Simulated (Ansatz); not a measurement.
Ansatz (a quantum-chemistry and plane-wave program) input (MP2/LANL2DZ): The .json file is the Basis Set Exchange's LANL2DZ.

Ansatz 0.2 input:
```yaml
crystal:
  periodic: [false, false, false]
  atoms:
    - {symbol: C, position_ang: [1.99858200, 0.43657800, -0.33249500]}
    - {symbol: B, position_ang: [0.50072800, 0.55085800, 0.09117800]}
    - {symbol: N, position_ang: [-0.48406700, -0.40268700, -0.03682800]}
    - {symbol: C, position_ang: [-1.88062900, -0.29159800, 0.35998800]}
    - {symbol: H, position_ang: [2.26017500, 1.21143400, -1.05787800]}
    - {symbol: H, position_ang: [2.24246100, -0.53760700, -0.77914400]}
    - {symbol: H, position_ang: [2.66013300, 0.58589700, 0.52486500]}
    - {symbol: H, position_ang: [-0.25256400, -1.30148300, -0.45055300]}
    - {symbol: H, position_ang: [-2.04505400, 0.69400700, 0.79107200]}
    - {symbol: H, position_ang: [-2.14120700, -1.04600000, 1.10687500]}
    - {symbol: H, position_ang: [-2.54683100, -0.41160300, -0.49828800]}
basis:
  gaussian:
    orbitals: LANL2DZ.json
magnetization: {spin_polarized: true, initial_magnetization: 1}
correlation: {method: mp2, electrons: outside_noble_gas}
```

Output:

```
Functional definition: HF
integrals: 0.02 GiB planned
637 factors; integrals over basis functions are off by at most 6.4e-4 eV
mean field: 0.12 GiB planned
mean field evaluation 1: about -4320.5788 eV, gradient 2.2e1 eV
mean field evaluation 2: about -4320.5689 eV, gradient 2.2e1 eV
mean field evaluation 4: about -4323.4584 eV, gradient 2.9e0 eV
mean field evaluation 8: about -4323.5494 eV, gradient 1.0e-1 eV
mean field -4323.54839387 eV, -158.8874728683 hartree, gradient 2.0e-6 eV, S^2 0.757506; 0 other end points of the search recorded, 0 dependent functions left out
4 core orbitals not correlated
reference -4323.54839387 eV, -158.8874728683 hartree; 12, 11 occupied and 34, 35 virtual orbitals, 637 factors
second order -8.52292721 eV of doubles, -0.00000000 eV of singles
Total energy: -4332.07132108 eV, -159.2006846662 hartree
```

The geometry given is a B3LYP-D3(BJ)/def2-TZVP minimum.
